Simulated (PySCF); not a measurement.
# Kr (krypton, neutral): UHF calculation

Configuration: [Ar] 3d10 4s1 4p6 4d1, high-spin 3D determinant (an excited configuration). All numbers are calculated (PySCF 2.14, scalar relativity through the core potential, in aug-cc-pVQZ-PP with ECP10MDF (7s6p5d3f2g, 89 functions)).

```json
{
  "Total energy": "-461.080661 hartree",
  "One-electron energy": "-802.3061 hartree",
  "Hartree (Coulomb) energy": "372.8602 hartree",
  "Exchange energy": "-31.6347 hartree",
  "⟨S²⟩": "2.0101",
  "⟨L²⟩": "6.019",
  "Sum of ⟨r⟩": "26.34 bohr",
  "Sum of ⟨r²⟩": "49.71 bohr²",
  "Traceless quadrupole moment −½Σ⟨3z² − r²⟩ along its main axis": "4.61 e·bohr²"
}
```

```json
{"shell": "3s α", "electrons": "1", "mean orbital energy (eV)": "-301.17", "spread (eV)": "0", "rms radius, mean of both spins (bohr)": "0.567"}
{"shell": "3s β", "electrons": "1", "mean orbital energy (eV)": "-300.06", "spread (eV)": "0", "rms radius, mean of both spins (bohr)": "0.567"}
{"shell": "3p α", "electrons": "3", "mean orbital energy (eV)": "-237.97", "spread (eV)": "0.058", "rms radius, mean of both spins (bohr)": "0.582"}
{"shell": "3p β", "electrons": "3", "mean orbital energy (eV)": "-237.39", "spread (eV)": "0.068", "rms radius, mean of both spins (bohr)": "0.582"}
{"shell": "3d α", "electrons": "5", "mean orbital energy (eV)": "-109.14", "spread (eV)": "0.156", "rms radius, mean of both spins (bohr)": "0.604"}
{"shell": "3d β", "electrons": "5", "mean orbital energy (eV)": "-108.72", "spread (eV)": "0.086", "rms radius, mean of both spins (bohr)": "0.604"}
{"shell": "4s α", "electrons": "1", "mean orbital energy (eV)": "-38.554", "spread (eV)": "0", "rms radius, mean of both spins (bohr)": "1.65"}
{"shell": "4p α", "electrons": "3", "mean orbital energy (eV)": "-19.641", "spread (eV)": "0.133", "rms radius, mean of both spins (bohr)": "2.01"}
{"shell": "4p β", "electrons": "3", "mean orbital energy (eV)": "-15.588", "spread (eV)": "0.438", "rms radius, mean of both spins (bohr)": "2.01"}
{"shell": "4d α", "electrons": "1", "mean orbital energy (eV)": "-0.570", "spread (eV)": "0", "rms radius, mean of both spins (bohr)": "4.05"}
```

Energies and moments cover only the electrons outside the core potential. The outer electron is Rydberg-like, and this basis confines it to a smaller radius and binds it less than a complete one would.
